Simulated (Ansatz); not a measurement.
Reaction (ligand exchange at the Si–O bond): `[F][Cd][O][SiH3]` + CH₃NH₂ → `CN[SiH3]` + `[OH][Cd][F]`

Isolated molecules relaxed with PBE0-D4/def2-TZVP in Ansatz; ΔE leaves out vibrations. CBS: MP2 limit from def2 TZ/QZ plus the TZ coupled-cluster correction, frozen cores. DFT in def2-TZVPP. Elements past krypton have def2 core potentials. For Cd outer-core shells are correlated without core-valence functions, which leaves a few kJ/mol of doubt a bond. Each species was taken in one conformer, which may not be the lowest.

```
             level  ΔE (kJ/mol)  difference from CCSD(T)/CBS
            PBE-D4         48.5                        -11.0
         revPBE-D4         46.7                        -12.8
           BLYP-D4         52.2                         -7.3
        r2SCANh-D4         59.3                         -0.2
        r2SCAN0-D4         61.2                          1.7
           ωB97X-V         60.7                          1.2
         CAM-B3LYP         61.3                          1.8
RPA@PBE/def2-TZVPP         63.6                          4.1
    MP2/def2-TZVPP         62.3                          2.8
SCS-MP2/def2-QZVPP         63.3                          3.8
       CCSD(T)/CBS         59.5                            0
```

Largest T1 diagnostic among the species: 0.017.

Leaving LDA and LC-ωPBE aside and taking each functional with its dispersion term where it has one, the values, not all of them listed here, spread over 19.9 kJ/mol, from revPBE-D4 to BHLYP-D4. LDA lies −5.8 kJ/mol from PBE without D4. From r2SCAN to r2SCAN0 (25 % exact exchange), in def2-TZVPP and without D4, ΔE moves by +3.4 kJ/mol.
